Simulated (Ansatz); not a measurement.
C₂H₈AlBSi (`[AlH2][SiH]1CBC1`). The species carries charge 0 and has multiplicity 1. The geometry is a stationary point of PBE0-D4/def2-TZVP.

```xyz
13

Al    2.147    0.890   -0.923
Si   -0.237    0.489   -0.574
C    -0.915    0.543    1.257
B    -0.528   -0.936    1.036
C    -0.863   -1.351   -0.414
H     2.666    1.993   -1.943
H     3.197    0.029   -0.100
H    -1.167    1.247   -1.456
H    -0.469    1.122    2.060
H    -1.946    0.850    1.064
H     0.383   -1.439    1.635
H    -1.890   -1.231   -0.768
H    -0.378   -2.205   -0.875
```

(1) What is the dipole moment at r2SCAN/def2-TZVPP? (Best estimate.)

(2) And with PBE, B3LYP, ωB97M-V? (An estimate is asked.)

(3) Give the Mulliken charges with r2SCAN, B3LYP, PBE in def2-TZVPP. (An estimate is asked.)

## Answers

(1) Ansatz gave: 0.95 D, with components (-0.49, 0.52, -0.63) D in this frame, pointing from negative to positive charge.

(2) The calculation gave: PBE 0.97 D, B3LYP 0.96 D, ωB97M-V 1.00 D.

(3) Computed: 
| atom | r2SCAN | B3LYP | PBE |
| --- | --- | --- | --- |
| Al1 | 0.46 | 0.37 | 0.32 |
| Si2 | 0.04 | 0.08 | -0.01 |
| C3 | -0.29 | -0.34 | -0.27 |
| B4 | 0.12 | 0.11 | 0.06 |
| C5 | -0.29 | -0.34 | -0.27 |
| H6 | -0.16 | -0.13 | -0.11 |
| H7 | -0.15 | -0.13 | -0.10 |
| H8 | -0.07 | -0.06 | -0.04 |
| H9 | 0.07 | 0.09 | 0.09 |
| H10 | 0.11 | 0.12 | 0.12 |
| H11 | -0.01 | 0.01 | -0.01 |
| H12 | 0.11 | 0.12 | 0.12 |
| H13 | 0.07 | 0.09 | 0.09 |

B3LYP here is the variant with VWN-RPA as its local correlation; programs differ in this.
